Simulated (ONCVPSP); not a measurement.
Before and after: ONCV potential for Gd

- Element: gadolinium (Gd)
- Generator: ONCVPSP 4.0.1
- Type: optimised norm-conserving Vanderbilt (ONCV)
- Functional: PBE
- Relativity: non-relativistic
- Frozen core: [Kr] 4d10
- Valence charge: 18
- Reference configuration: 4f7 5s2 5p6 5d2 6s1
- Partial waves: 5s+6s: rc 2.20 bohr, ncon 4, nbas 8, qcut 5.6 1/bohr, 2 projectors; 5p: rc 1.95 bohr, ncon 4, nbas 9, qcut 6.5 1/bohr, 2 projectors, debl 2.7 Ha; 5d: rc 3.30 bohr, ncon 4, nbas 8, qcut 5.7 1/bohr, 1 projector; 4f: rc 1.10 bohr, ncon 4, nbas 8, qcut 16.8 1/bohr, local
- Local potential: the f channel
- Core correction: Teter function, fcfact 3.25, rcfact 1.25

Change: d: rc 4.

Cutoffs: the cutoffs (Ha) at which the residual kinetic energy of the hardest occupied pseudo-wave falls to 1 and 0.1 mHa per electron; they do not see the model core or the augmentation charge, which bear on the density cutoff. Errors are all-electron minus pseudo energies relative to the spin-unpolarised reference configuration.

Task: Predict the effect on cutoff, ghosts and configuration errors.

Result: The potential gets neither clearly harder nor softer (114 Ha and 124 Ha → 114 Ha and 124 Ha); both files keep a bound ghost (d, p, s); of the 4 tests that both files solve, the error grows in 2 and shrinks in 0 by more than 15 % and 0.3 meV (median size 1.3 → 2.0 meV).

| quantity | base | changed |
| --- | --- | --- |
| cutoff, loose | 114 Ha | 114 Ha |
| cutoff, tight | 124 Ha | 124 Ha |
| loose cutoff by channel | s 11 Ha, p 15 Ha, d 8.0 Ha, f 114 Ha | s 11 Ha, p 15 Ha, d 7.5 Ha, f 114 Ha |
| bound ghosts | s, p, d | s, p, d |
| GHOST(+) flags under 300 eV | s at 74.7 eV | s at 74.7 eV |
| error for 4f7 5s2 5p6 5d1 6s2, meV [ΔE -0.79 eV] | -1.9 | +1.6 |
| error for 4f7 5s2 5p6 5d1 6s1, meV [ΔE 5.37 eV] | -0.7 | +2.1 |
| error for 4f7 5s2 5p6 5d1 6s0, meV [ΔE 16.69 eV] | +0.4 | +2.0 |
| error for 4f6 5s2 5p6 5d2 6s1, meV [ΔE 18.44 eV] | -197 | -226 |
| s: phases at 2.23 bohr within 0.05 rad from the reference energy up to (Ha; the scan ends near 5) | 2.3 | 2.3 |
| p: phases at 1.98 bohr within 0.05 rad from the reference energy up to (Ha; the scan ends near 5) | to the end of the scan | to the end of the scan |
| f: phases at 1.11 bohr within 0.05 rad from the reference energy up to (Ha; the scan ends near 5) | 1.8 | 1.8 |
| rms error of d²Exc/dni dnj with the model core, mHa | 4.29 | 4.29 |

 A true bound ghost makes a file unfit for plane-wave use even where its test errors are small: the radial tests pick states by their node count and pass the ghost by.
